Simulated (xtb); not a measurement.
xtb input (GFN2-xTB):

```bash
xtb mol.xyz --gfn 2 --sp --chrg 0 --uhf 0
```
mol.xyz:
```
4

F     -1.27599420    -1.38739847     0.00907524
Al    -0.42045535     0.00707459     0.00347677
F     -1.22857516     1.42954040     0.01163520
Cl     1.64747316    -0.02772042    -0.01362306
```

Output:

```
           -------------------------------------------------
          |                Calculation Setup                |
           -------------------------------------------------

           -------------------------------------------------
          |                 G F N 2 - x T B                 |
           -------------------------------------------------

        Reference                      10.1021/acs.jctc.8b01176
      * Hamiltonian:
        H0-scaling (s, p, d)           1.850000    2.230000    2.230000
        zeta-weighting                 0.500000
      * Dispersion:
        s8                             2.700000
        a1                             0.520000
        a2                             5.000000
        s9                             5.000000
      * Repulsion:
        kExp                           1.500000    1.000000
        rExp                           1.000000
      * Coulomb:
        alpha                          2.000000
        third order                    shell-resolved
        anisotropic                    true
        a3                             3.000000
        a5                             4.000000
        cn-shift                       1.200000
        cn-exp                         4.000000
        max-rad                        5.000000

          ...................................................
          :                      SETUP                      :
          :.................................................:
          :  # basis functions                  28          :
          :  # atomic orbitals                  26          :
          :  # shells                           10          :
          :  # electrons                        24          :
          :  max. iterations                   250          :
          :  Hamiltonian                  GFN2-xTB          :
          :  restarted?                      false          :
          :  GBSA solvation                  false          :
          :  PC potential                    false          :
          :  electronic temp.          300.0000000     K    :
          :  accuracy                    1.0000000          :
          :  -> integral cutoff          0.2500000E+02      :
          :  -> integral neglect         0.1000000E-07      :
          :  -> SCF convergence          0.1000000E-05 Eh   :
          :  -> wf. convergence          0.1000000E-03 e    :
          :  Broyden damping             0.4000000          :
          :  net charge                          0          :
          :  unpaired electrons                  0          :
          ...................................................

 iter      E             dE          RMSdq      gap      omega  full diag
   1    -15.2988149 -0.152988E+02  0.254E+01    5.53       0.0  T
   2    -15.3414270 -0.426121E-01  0.142E+01    4.57       1.0  T
   3    -15.3466579 -0.523094E-02  0.284E+00    4.05       1.0  T
   4    -15.3506766 -0.401871E-02  0.102E+00    4.41       1.0  T
   5    -15.3501233  0.553339E-03  0.676E-01    4.25       1.0  T
   6    -15.3505740 -0.450699E-03  0.647E-01    4.51       1.0  T
   7    -15.3508085 -0.234456E-03  0.382E-01    4.46       1.0  T
   8    -15.3509211 -0.112603E-03  0.521E-02    4.41       1.0  T
   9    -15.3509109  0.101253E-04  0.122E-01    4.39       1.0  T
  10    -15.3509236 -0.126345E-04  0.562E-02    4.41       1.0  T
  11    -15.3509247 -0.116096E-05  0.180E-02    4.41       2.8  T
  12    -15.3509249 -0.163294E-06  0.145E-03    4.41      34.4  T
  13    -15.3509249 -0.180179E-08  0.262E-04    4.41     190.7  T
  14    -15.3509249 -0.115953E-09  0.162E-05    4.41    3084.4  T

   *** convergence criteria satisfied after 14 iterations ***

         #    Occupation            Energy/Eh            Energy/eV
      -------------------------------------------------------------
         1        2.0000           -1.0733810             -29.2082
       ...           ...                  ...                  ...
         6        2.0000           -0.5358854             -14.5822
         7        2.0000           -0.5323180             -14.4851
         8        2.0000           -0.5319826             -14.4760
         9        2.0000           -0.5226055             -14.2208
        10        2.0000           -0.4895098             -13.3202
        11        2.0000           -0.4750314             -12.9263
        12        2.0000           -0.4709911             -12.8163 (HOMO)
        13                         -0.3088572              -8.4044 (LUMO)
        14                         -0.1705805              -4.6417
        15                         -0.0750338              -2.0418
        16                         -0.0643479              -1.7510
        17                         -0.0628513              -1.7103
       ...                                ...                  ...
        26                          1.0187289              27.7210
      -------------------------------------------------------------
                  HL-Gap            0.1621338 Eh            4.4119 eV
             Fermi-level           -0.3899242 Eh          -10.6104 eV

 SCC (total)                   0 d,  0 h,  0 min,  0.004 sec
 SCC setup                      ...        0 min,  0.000 sec (  1.582%)
 Dispersion                     ...        0 min,  0.000 sec (  0.436%)
 classical contributions        ...        0 min,  0.000 sec (  0.231%)
 integral evaluation            ...        0 min,  0.001 sec ( 17.975%)
 iterations                     ...        0 min,  0.002 sec ( 55.658%)
 molecular gradient             ...        0 min,  0.001 sec ( 22.656%)
 printout                       ...        0 min,  0.000 sec (  1.252%)

         :::::::::::::::::::::::::::::::::::::::::::::::::::::
         ::                     SUMMARY                     ::
         :::::::::::::::::::::::::::::::::::::::::::::::::::::
         :: total energy             -15.312441233311 Eh    ::
         :: gradient norm              0.031870256865 Eh/a0 ::
         :: HOMO-LUMO gap              4.411886408438 eV    ::
         ::.................................................::
         :: SCC energy               -15.350924678518 Eh    ::
         :: -> isotropic ES            0.066033707101 Eh    ::
         :: -> anisotropic ES          0.002505880550 Eh    ::
         :: -> anisotropic XC         -0.004498673637 Eh    ::
         :: -> dispersion             -0.001845308988 Eh    ::
         :: repulsion energy           0.038483445207 Eh    ::
         :: add. restraining           0.000000000000 Eh    ::
         :: total charge               0.000000000000 e     ::
         :::::::::::::::::::::::::::::::::::::::::::::::::::::

           -------------------------------------------------
          |                Property Printout                |
           -------------------------------------------------

    * Orbital Energies and Occupations

         #    Occupation            Energy/Eh            Energy/eV
      -------------------------------------------------------------
         1        2.0000           -1.0733810             -29.2082
         2        2.0000           -0.8399317             -22.8557
         3        2.0000           -0.8277079             -22.5231
         4        2.0000           -0.5665112             -15.4156
         5        2.0000           -0.5390992             -14.6696
         6        2.0000           -0.5358854             -14.5822
         7        2.0000           -0.5323180             -14.4851
         8        2.0000           -0.5319826             -14.4760
         9        2.0000           -0.5226055             -14.2208
        10        2.0000           -0.4895098             -13.3202
Note: The following floating-point exceptions are signalling: IEEE_UNDERFLOW_FLAG IEEE_DENORMAL
normal termination of xtb
        11        2.0000           -0.4750314             -12.9263
        12        2.0000           -0.4709911             -12.8163 (HOMO)
        13                         -0.3088572              -8.4044 (LUMO)
        14                         -0.1705805              -4.6417
        15                         -0.0750338              -2.0418
        16                         -0.0643479              -1.7510
        17                         -0.0628513              -1.7103
        18                         -0.0624177              -1.6985
        19                         -0.0095886              -0.2609
        20                         -0.0033884              -0.0922
        21                         -0.0033441              -0.0910
        22                          0.0217881               0.5929
        23                          0.0241477               0.6571
       ...                                ...                  ...
        26                          1.0187289              27.7210
      -------------------------------------------------------------
                  HL-Gap            0.1621338 Eh            4.4119 eV
             Fermi-level           -0.3899242 Eh          -10.6104 eV

     #   Z          covCN         q      C6AA      α(0)
     1   9 F        0.672    -0.220    11.460     3.996
     2  13 Al       2.113     0.523   145.318    28.201
     3   9 F        0.672    -0.220    11.460     3.996
     4  17 Cl       0.768    -0.083   101.574    15.417

 Mol. C6AA /au·bohr⁶  :        782.139660
 Mol. C8AA /au·bohr⁸  :      42056.457119
 Mol. α(0) /au        :         51.610122

Wiberg/Mayer (AO) data.
largest (>0.10) Wiberg bond orders for each atom

 ---------------------------------------------------------------------------
     #   Z sym  total        # sym  WBO       # sym  WBO       # sym  WBO
 ---------------------------------------------------------------------------
     1   9 F    1.357 --     2 Al   1.257
     2  13 Al   3.895 --     4 Cl   1.380     3 F    1.257     1 F    1.257
     3   9 F    1.357 --     2 Al   1.257
     4  17 Cl   1.508 --     2 Al   1.380
 ---------------------------------------------------------------------------

Topologies differ in total number of bonds
Writing topology from bond orders to xtbtopo.mol

molecular dipole:
                 x           y           z       tot (Debye)
 q only:        0.365      -0.006      -0.003
   full:        0.522      -0.009      -0.004       1.328
molecular quadrupole (traceless):
                xx          xy          yy          xz          yz          zz
 q only:       -1.382      -0.004      -1.645       0.036      -0.005       3.027
  q+dip:       -0.339      -0.034      -2.366       0.025      -0.005       2.705
   full:       -1.899      -0.038      -4.127       0.065      -0.010       6.026

           -------------------------------------------------
          | TOTAL ENERGY              -15.312441233311 Eh   |
          | GRADIENT NORM               0.031870256865 Eh/α |
          | HOMO-LUMO GAP               4.411886408438 eV   |
           -------------------------------------------------

------------------------------------------------------------------------
------------------------------------------------------------------------
 total:
 SCF:
```
